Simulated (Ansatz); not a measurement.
Reaction: KI (SMILES [K][I]) → KI+ (parent SMILES [K][I], doublet) + e-
Each species at its own B3LYP-D3(BJ)/def2-TZVP minimum (Ansatz, a first-principles code).

Total energies in hartree (Ansatz). UHF or UKS for unpaired electrons; spin-orbit terms are left out. Correlated methods leave the cores frozen (noble-gas shells, and filled d and f shells in the p block). Past Kr the def2 sets carry scalar-relativistic core potentials. Spin-orbit terms, left out, reach several kcal/mol for Br and I, and more for heavier atoms. The spin of IK+ (parent SMILES [K][I], doublet) was assumed, and the state is the lowest solution found for it.

```tsv
species	HF/def2-TZVPP	CCSD(T)/def2-TZVPP	HF/def2-QZVPP	CCSD(T)/def2-QZVPP	CCSDT(Q)/def2-QZVPP
1: KI (SMILES [I][K])	-895.90854	-896.07268	-895.92153	-896.10971	-896.11052
2: KI+ (parent SMILES [I][K], doublet)	-895.67231	-895.80784	-895.68518	-895.83898	-895.83979
```

Work out the adiabatic ionisation energy (electronic) in eV: take Hartree-Fock from def2-QZVPP, extrapolate the CCSD(T) correlation energy as X^-3 (X = 3, 4), and add CCSDT(Q) - CCSD(T) in def2-QZVPP. 1 hartree = 27.211 eV.


Species 1: correlation (64·(-0.18818) - 27·(-0.16414))/37 = -0.20572; step -0.00081; E1 = -895.92153 + (-0.20572) + (-0.00081) = -896.12806
Species 2: correlation (64·(-0.15380) - 27·(-0.13553))/37 = -0.16713; step -0.00081; E2 = -895.68518 + (-0.16713) + (-0.00081) = -895.85312
-1·E1 +1·E2 = 0.27494 hartree = 7.48 eV.
